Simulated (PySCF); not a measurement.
**Kr⁺: excitation energy**

Kr⁺ [Ar] 3d10 4s2 4p5 (2P) → Kr⁺ [Ar] 3d10 4s2 4p4 4d1 (high-spin determinant), as a difference of total energies. Computed with PySCF 2.14 in aug-cc-pVTZ-DK (7s6p4d2f, 59 functions), with scalar relativity by spin-free X2C-1e. Correlated levels: valence: [Ar] 3d10 frozen. The calculations carry no spin-orbit coupling.

| method | excitation energy (cm⁻¹) |
| --- | --- |
| UHF | 116590 |
| MP2 (valence) | 121610 |
| SCS-MP2 (valence) | 122370 |
| CCSD (valence) | 120850 |
| CCSD(T) (valence) | 120620 |

The promoted electron is Rydberg-like, and one or two diffuse shells describe it only roughly, which tends to raise the upper state.

The determinant of the upper state mixes LS terms, which raises its energy above the lowest term, most at the Hartree-Fock and MP2 levels.
